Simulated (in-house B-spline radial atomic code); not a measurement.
A run on K that did not converge. Method: scalar-relativistic (X2C) wB97X, spin-polarised, spherical fractional occupations, Fermi nucleus of rms radius 3.4349 fm; computed with a B-spline radial code for spherical atoms.

Command:
```bash
python run_scf.py task.json out
```
Settings (nuclear radius in fm, mass in u):
```
Z                19
configuration    [Ar] 4s1
hamiltonian      x2c
method           wb97x
spin_polarised   True
nucleus          fermi
rms_radius       3.4349
atomic_mass      38.96371
speed_of_light   137.035999084
```

First and last ten iterations of the last attempt (damped for 15 steps, keeping 80 % of the old Fock matrix, then DIIS):
```
 iter        energy (Eh)    residual
    1        -600.225635    2.72e-01
    2        -601.765810    1.02e-01
    3        -601.992977    7.13e-02
    4        -602.110376    5.04e-02
    5        -602.171031    3.63e-02
    6        -602.202319    2.62e-02
    7        -602.218451    1.89e-02
    8        -602.226788    1.37e-02
    9        -602.231122    9.97e-03
   10        -602.233400    7.30e-03
  111        -602.236343    1.57e-06
  112        -602.236343    1.55e-06
  113        -602.236343    1.56e-06
  114        -602.236343    1.58e-06
  115        -602.236343    1.57e-06
  116        -602.236343    1.62e-06
  117        -602.236343    1.47e-06
  118        -602.236343    1.48e-06
  119        -602.236343    2.54e-06
  120        -602.236343    2.25e-06
 not converged after 120 iterations
```

The smallest residual met was 1.3e-06; the threshold is about 2e-07. Over the last five steps the energy moves by less than 1e-08 hartree, but the orbitals didn't meet the threshold. Run time, properties included: 7.4 s on 1 thread of Arm Neoverse V2, with other jobs on the host.
